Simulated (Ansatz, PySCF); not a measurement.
Si(H)(Me)(OH)(OMe) (C₂H₈O₂Si), SMILES CO[SiH](O)C. Atoms are numbered in the order given.

```xyz
13

Si     0.2551     0.3387    -0.3430
C      1.9679    -0.2721    -0.6792
O      0.3451     1.4578     0.8873
O     -0.6492    -0.9884     0.0880
C     -2.0151    -0.9609     0.3773
H     -0.4103     0.9821    -1.5228
H      1.9570    -1.0616    -1.4452
H      2.6175     0.5460    -1.0241
H      2.4002    -0.6915     0.2421
H     -0.3937     2.0631     0.9872
H     -2.2291    -0.4101     1.3121
H     -2.3774    -1.9925     0.5070
H     -2.6071    -0.4965    -0.4350
```

Coordinates come from a PBE0-D3(BJ)/def2-SVP optimisation. One conformer was computed; it need not be the lowest.

Two levels are set side by side: PBE-D3(BJ)/def2-SVP (Ansatz, a quantum-chemistry and plane-wave program) and PBE0-D3(BJ)/def2-SVP (Ansatz). Each level has its own optimised geometry; the coordinates shown are those of the second. Frequencies come from the Hessian of PySCF at each geometry. Differences are taken from unrounded values.

```json
[
 {"quantity": "mean bond length (Å)", "PBE0-D3(BJ)": "1.304", "PBE-D3(BJ)": "1.315", "PBE-D3(BJ) minus PBE0-D3(BJ)": "0.011"},
 {"quantity": "bond Si1–C2 (Å)", "PBE0-D3(BJ)": "1.849", "PBE-D3(BJ)": "1.860", "PBE-D3(BJ) minus PBE0-D3(BJ)": "0.011"},
 {"quantity": "bond Si1–O3 (Å)", "PBE0-D3(BJ)": "1.666", "PBE-D3(BJ)": "1.683", "PBE-D3(BJ) minus PBE0-D3(BJ)": "0.017"},
 {"quantity": "bond Si1–O4 (Å)", "PBE0-D3(BJ)": "1.663", "PBE-D3(BJ)": "1.681", "PBE-D3(BJ) minus PBE0-D3(BJ)": "0.018"},
 {"quantity": "bond O4–C5 (Å)", "PBE0-D3(BJ)": "1.396", "PBE-D3(BJ)": "1.410", "PBE-D3(BJ) minus PBE0-D3(BJ)": "0.014"},
 {"quantity": "bond Si1–H6 (Å)", "PBE0-D3(BJ)": "1.500", "PBE-D3(BJ)": "1.512", "PBE-D3(BJ) minus PBE0-D3(BJ)": "0.012"},
 {"quantity": "bond C2–H7 (Å)", "PBE0-D3(BJ)": "1.100", "PBE-D3(BJ)": "1.108", "PBE-D3(BJ) minus PBE0-D3(BJ)": "0.008"},
 {"quantity": "bond C2–H8 (Å)", "PBE0-D3(BJ)": "1.100", "PBE-D3(BJ)": "1.108", "PBE-D3(BJ) minus PBE0-D3(BJ)": "0.008"},
 {"quantity": "bond C2–H9 (Å)", "PBE0-D3(BJ)": "1.101", "PBE-D3(BJ)": "1.109", "PBE-D3(BJ) minus PBE0-D3(BJ)": "0.008"},
 {"quantity": "bond O3–H10 (Å)", "PBE0-D3(BJ)": "0.960", "PBE-D3(BJ)": "0.972", "PBE-D3(BJ) minus PBE0-D3(BJ)": "0.011"},
 {"quantity": "bond C5–H11 (Å)", "PBE0-D3(BJ)": "1.106", "PBE-D3(BJ)": "1.115", "PBE-D3(BJ) minus PBE0-D3(BJ)": "0.009"},
 {"quantity": "bond C5–H12 (Å)", "PBE0-D3(BJ)": "1.101", "PBE-D3(BJ)": "1.110", "PBE-D3(BJ) minus PBE0-D3(BJ)": "0.009"},
 {"quantity": "bond C5–H13 (Å)", "PBE0-D3(BJ)": "1.107", "PBE-D3(BJ)": "1.117", "PBE-D3(BJ) minus PBE0-D3(BJ)": "0.009"},
 {"quantity": "highest harmonic wavenumber (cm⁻¹)", "PBE0-D3(BJ)": "3949", "PBE-D3(BJ)": "3778", "PBE-D3(BJ) minus PBE0-D3(BJ)": "-171"},
 {"quantity": "mean harmonic wavenumber (cm⁻¹)", "PBE0-D3(BJ)": "1360", "PBE-D3(BJ)": "1314", "PBE-D3(BJ) minus PBE0-D3(BJ)": "-46"},
 {"quantity": "zero-point energy (kcal/mol)", "PBE0-D3(BJ)": "64.16", "PBE-D3(BJ)": "62.00", "PBE-D3(BJ) minus PBE0-D3(BJ)": "-2.17"}
]
```

Exact exchange shortens and stiffens bonds; PBE has none. Differences between two approximate levels are no errors against the true value.
